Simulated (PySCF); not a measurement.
**Structure from 2D NMR**

Compound of formula C8H6FN3. Correlations simulated from computed shifts and the bond graph:

HSQC (one-bond C–H):
```tsv
δH	δC
8.41	124.3
7.84	135.3
7.77	151.5
7.62	132.9
```

COSY cross peaks (H two or three bonds apart, from the bond graph; peaks can be absent where the dihedral angle is near 90°):
```tsv
δH	δH
8.41	7.84
7.84	7.62
```

HMBC (two and three bonds, from the bond graph):
```tsv
δH	δC
8.41	140.8, 135.3, 132.9, 124.3
7.84	140.8, 135.3, 132.9, 124.3
7.77	165.8
7.62	135.3, 124.3
```

Carbons without hydrogens: δ 165.8, 140.8.

[PySCF 2.14.0 with density-fitted response routines: GIAO PBE0/pcSseg-1 shieldings; geometry: GFN2-xTB; no solvent; one computed conformer; non-relativistic Hamiltonian; one averaged value for each set of equivalent atoms]

References, each an isolated molecule treated in the same way: TMS for $^{1}$H (31.72 ppm) and $^{13}$C (186.93 ppm).

Exchangeable hydrogens are left out of these lists.

Assemble the structure.

## Answers

SMILES Fc1ncnn1-c1ccccc1.

Numbering as in the mapped SMILES `[F:1][c:2]1[n:3][cH:4][n:5][n:6]1-[c:7]1[cH:8][cH:9][cH:10][cH:11][cH:12]1`. Hydrogens are named by the atom that carries them.

1. δC 165.8 is C2, an aromatic carbon bearing fluorine.
2. δC 151.5 is C4, an aromatic CH between two ring heteroatoms (δH 7.77).
3. δC 140.8 is C7, an aromatic carbon bearing nitrogen.
4. δC 135.3 is C9/C11, an aromatic CH (δH 7.84).
5. δC 132.9 is C10, an aromatic CH (δH 7.62).
6. δC 124.3 is C8/C12, an aromatic CH (δH 8.41).
7. HMBC from δH 8.41 reaches the proton-free carbon C7.
8. HMBC from δH 7.84 reaches the proton-free carbon C7.
9. HMBC from δH 7.77 reaches the proton-free carbon C2.
10. COSY links 8.41–7.84, 7.84–7.62.

This is the structure that produced the data.

Shifts are as computed. Against solution values, carbons near 30 ppm lie about +3 ppm off and those near 130 ppm about +5 ppm. Of 1211 compounds with measured shifts, 218 miss one by over three times the rms of a fit or turn the order of signals round; such compounds aren't used in these exercises.
